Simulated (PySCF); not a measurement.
Input file for PySCF: D3(BJ) and D4 dispersion corrections on CH8GeSi (SMILES [SiH3][CH2][GeH3]), a point of a torsion scan.

```python
from pyscf import gto
from pyscf.dispersion import dftd3, dftd4

mol = gto.M(
    atom='''
    Si    1.50743223    0.65301519   -0.02488126
    C     0.24873700   -0.76962128   -0.09163653
    Ge   -1.62718615   -0.18683713    0.07837527
    H     2.85477035    0.09138160   -0.16196257
    H     1.24683263    1.58738226   -1.12255014
    H     1.38980875    1.34919742    1.25860883
    H     0.46695433   -1.48251637    0.70288036
    H     0.36335151   -1.30926836   -1.03121236
    H    -1.76827251    1.29485430    0.23449543
    H    -2.29813161   -0.80730407    1.26615652
    H    -2.44068305   -0.56923239   -1.12078826
    ''',
    basis='def2-svp',
    charge=0, spin=0, verbose=0, max_memory=1800)
d3, d4 = {}, {}
for xc in ['hf', 'pbe', 'blyp', 'revpbe', 'tpss', 'r2scan', 'b3lyp', 'pbe0', 'bhlyp', 'camb3lyp', 'b2plyp']:
    d3[xc] = float(dftd3.DFTD3Dispersion(mol, xc=xc, version='d3bj', atm=False).get_dispersion()['energy'])
    print(f'D3(BJ) {xc:10s} {d3[xc]:14.8f} Eh')
for xc in ['hf', 'pbe', 'blyp', 'revpbe', 'tpss', 'r2scan', 'b3lyp', 'pbe0', 'bhlyp', 'camb3lyp', 'b2plyp']:
    d4[xc] = float(dftd4.DFTD4Dispersion(mol, xc={'camb3lyp': 'cam-b3lyp'}.get(xc, xc), atm=True).get_dispersion()['energy'])
    print(f'D4     {xc:10s} {d4[xc]:14.8f} Eh')
```

Output:

```
D3(BJ) hf            -0.06362654 Eh
D3(BJ) pbe           -0.00812111 Eh
D3(BJ) blyp          -0.01791547 Eh
D3(BJ) revpbe        -0.01970200 Eh
D3(BJ) tpss          -0.01045552 Eh
D3(BJ) r2scan        -0.00229664 Eh
D3(BJ) b3lyp         -0.01482208 Eh
D3(BJ) pbe0          -0.00726692 Eh
D3(BJ) bhlyp         -0.01226810 Eh
D3(BJ) camb3lyp      -0.00696082 Eh
D3(BJ) b2plyp        -0.00728754 Eh
D4     hf            -0.02702529 Eh
D4     pbe           -0.00788235 Eh
D4     blyp          -0.01718265 Eh
D4     revpbe        -0.02284665 Eh
D4     tpss          -0.01059891 Eh
D4     r2scan        -0.00190072 Eh
D4     b3lyp         -0.01275336 Eh
D4     pbe0          -0.00667192 Eh
D4     bhlyp         -0.01019930 Eh
D4     camb3lyp      -0.00680982 Eh
D4     b2plyp        -0.00547882 Eh
```

The run finished.

Cost: roughly 0.020 core-seconds.
